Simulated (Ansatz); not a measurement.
GeH3(OiPr) (C3H10GeO), 15 atoms. Hardware: 4 threads of Arm Neoverse V2 on a shared host.

Correlated methods freeze 13 core orbitals; core or outer-core shells of Ge are correlated, in sets that lack core-valence functions.

(1) How many basis functions does each of these Ansatz runs have, and roughly what does it cost? PBE0-D4/def2-TZVP, charge 0 singlet, energy, from earlier orbitals; CCSD(T)/def2-SVP, charge 0 singlet, energy, from earlier orbitals; PBE-D4/def2-SVP, charge 0 singlet, energy, from earlier orbitals; r2SCAN-D4/def2-TZVP, charge 0 singlet, energy, from earlier orbitals; PBE-D4/def2-TZVP, charge 0 singlet, energy and forces, from earlier orbitals; ωB97M-V/def2-TZVP, charge 0 singlet, energy, from earlier orbitals; BLYP-D4/def2-TZVP, charge 0 singlet, energy, from earlier orbitals; PBE-QIDH/def2-TZVP, charge 0 singlet, energy, from earlier orbitals; PBE0-D4/def2-SVP, charge 0 singlet, energy, from earlier orbitals; MP2/def2-TZVP, charge 0 singlet, energy, from earlier orbitals; PBE0-D4/def2-SVP, charge 0 singlet, relaxation, 10 steps.

Answers

(1) Other jobs shared the machine, so times can vary by a factor of up to 3. A dash marks memory too small to be measured apart from the calling script's.

```json
{"run": "PBE-D4/def2-SVP, charge 0 singlet, energy, from earlier orbitals", "functions": "138", "fitting or Cholesky vectors": "1548", "wall time": "1.4 s", "peak host memory (GiB)": "–"}
{"run": "PBE0-D4/def2-SVP, charge 0 singlet, energy, from earlier orbitals", "functions": "138", "fitting or Cholesky vectors": "1587", "wall time": "1.9 s", "peak host memory (GiB)": "–"}
{"run": "BLYP-D4/def2-TZVP, charge 0 singlet, energy, from earlier orbitals", "functions": "232", "fitting or Cholesky vectors": "1489", "wall time": "2.4 s", "peak host memory (GiB)": "–"}
{"run": "PBE-D4/def2-TZVP, charge 0 singlet, energy and forces, from earlier orbitals", "functions": "232", "fitting or Cholesky vectors": "1489", "wall time": "2.9 s", "peak host memory (GiB)": "–"}
{"run": "MP2/def2-TZVP, charge 0 singlet, energy, from earlier orbitals", "functions": "232", "fitting or Cholesky vectors": "1624", "wall time": "3.5 s", "peak host memory (GiB)": "0.61"}
{"run": "PBE0-D4/def2-TZVP, charge 0 singlet, energy, from earlier orbitals", "functions": "232", "fitting or Cholesky vectors": "1532", "wall time": "3.9 s", "peak host memory (GiB)": "0.69"}
{"run": "r2SCAN-D4/def2-TZVP, charge 0 singlet, energy, from earlier orbitals", "functions": "232", "fitting or Cholesky vectors": "1489", "wall time": "5.5 s", "peak host memory (GiB)": "–"}
{"run": "PBE-QIDH/def2-TZVP, charge 0 singlet, energy, from earlier orbitals", "functions": "232", "fitting or Cholesky vectors": "1624", "wall time": "7 s", "peak host memory (GiB)": "0.65"}
{"run": "ωB97M-V/def2-TZVP, charge 0 singlet, energy, from earlier orbitals", "functions": "232", "fitting or Cholesky vectors": "1517", "wall time": "11 s", "peak host memory (GiB)": "0.86"}
{"run": "PBE0-D4/def2-SVP, charge 0 singlet, relaxation, 10 steps", "functions": "138", "fitting or Cholesky vectors": "1534", "wall time": "21 s", "peak host memory (GiB)": "–"}
{"run": "CCSD(T)/def2-SVP, charge 0 singlet, energy, from earlier orbitals", "functions": "138", "fitting or Cholesky vectors": "1398", "wall time": "25 s", "peak host memory (GiB)": "1.1"}
```
